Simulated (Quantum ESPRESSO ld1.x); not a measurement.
Results of a calculation; reference values are marked as such.
Task: Ionisation of the bismuth ion Bi3+, [Hg], to Bi4+, [Xe] 4f14 5d10 6s1, under several functionals. Scalar-relativistic Kohn-Sham, spin-unpolarised, spherical densities, point nucleus; ld1.x of Quantum ESPRESSO 7.5. The NIST Atomic Spectra Database gives 45.4 eV (measured). Rank these functionals by the error of their Delta-SCF ionisation energy: LDA (Slater exchange, Perdew-Zunger correlation); BP86; LDA (Slater exchange, VWN5 correlation); exchange-only B88; revPBE; Engel-Vosko exchange with Perdew-Wang LDA correlation.

Result: From best to worst: revPBE 45.248 eV (-0.122); BP86 45.585 eV (+0.215); Engel-Vosko exchange with Perdew-Wang LDA correlation 45.119 eV (-0.251); LDA (Slater exchange, Perdew-Zunger correlation) 45.915 eV (+0.545); LDA (Slater exchange, VWN5 correlation) 45.918 eV (+0.548); exchange-only B88 44.456 eV (-0.914). Spin polarisation and multiplet splitting are left out, so open shells lie too high by an amount that depends on their filling.

Beside tabulated values, note that spin-unpolarised runs miss the spin-polarisation part of the exchange energy of open shells, and scalar-relativistic runs lack spin-orbit coupling.
